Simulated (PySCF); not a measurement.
Si(Me)2(OH)2 (C2H8O2Si), SMILES C[Si](C)(O)O. Geometry optimised at B3LYP-D3(BJ)/def2-SVP. One conformer was computed; it need not be the lowest.

Computed equilibrium geometry at B3LYP-D3(BJ)/def2-SVP (PySCF confirms it by a frequency run) as bond lengths and angles (one conformer of several):
Atoms: C1 Si2 C3 O4 O5 H6 H7 H8 H9 H10 H11 H12 H13. Bonds (Å): C1–Si2 1.879, C1–H6 1.103, C1–H7 1.104, C1–H8 1.102, Si2–C3 1.859, Si2–O4 1.676, Si2–O5 1.672, C3–H9 1.102, C3–H10 1.101, C3–H11 1.102, O4–H12 0.963, O5–H13 0.964. Angles (°): Si2–C1–H6 111.3, Si2–C1–H7 112.0, Si2–C1–H8 110.6, H6–C1–H7 107.7, H6–C1–H8 107.8, H7–C1–H8 107.2, C1–Si2–C3 112.8, C1–Si2–O4 108.8, C1–Si2–O5 110.6, C3–Si2–O4 108.6, C3–Si2–O5 105.6, O4–Si2–O5 110.3, Si2–C3–H9 110.9, Si2–C3–H10 110.3, Si2–C3–H11 111.1, H9–C3–H10 108.0, H9–C3–H11 108.4, H10–C3–H11 108.1, Si2–O4–H12 116.7, Si2–O5–H13 117.0.
Charge 0, spin multiplicity 1.
